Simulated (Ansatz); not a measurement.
Stepwise reaction of `F[SiH2][GeH3]` with hydrogen chloride, as a gas-phase model of exchange steps in deposition or etching. ΔE in kJ/mol; ΔG adds harmonic PBE0-D4 terms to CCSD(T)/CBS, at 1 bar.

Program: Ansatz. Geometries: PBE0-D4/def2-TZVP. ΔE: electronic, gas phase. CCSD(T)/CBS adds triple-zeta CCSD(T) − MP2 to the extrapolated MP2 energy (def2 sets, frozen cores). This one scheme is used for every species. DFT in def2-TZVPP. B3LYP here is the variant with VWN-RPA as its local correlation; programs differ in this. For Ge outer-core shells are correlated without core-valence functions, which leaves a few kJ/mol of doubt a bond. Scalar relativity is left out up to krypton.

```json
{"step": "1", "reaction": "`F[SiH2][GeH3]` + HCl → `F[SiH](Cl)[GeH3]` + H₂", "PBE-D4": "-88.0", "B3LYP-D4": "-86.1", "ωB97M-V": "-87.9", "CCSD(T)/CBS": "-86.3", "ΔG(400 K)": "-81.6"}
{"step": "2", "reaction": "`F[SiH](Cl)[GeH3]` + HCl → `F[Si](Cl)(Cl)[GeH3]` + H₂", "PBE-D4": "-88.3", "B3LYP-D4": "-86.3", "ωB97M-V": "-87.7", "CCSD(T)/CBS": "-85.6", "ΔG(400 K)": "-80.5"}
```

(1) By hand: ΔE of the 2 steps together at CCSD(T)/CBS.

## Answers

(1) (-86.3) + (-85.6) = -171.9 kJ/mol, or -85.9 kJ/mol a step.

In ΔE the steps differ by no more than 0.7 kJ/mol. All are downhill at CCSD(T)/CBS. ΔG lies between -81.6 and -80.5 kJ/mol a step. PBE-D4 differs from CCSD(T)/CBS by -2.7 to -1.7 kJ/mol a step. Isolated molecules leave out the surface, adducts and barriers. Largest T1 diagnostic: 0.012.
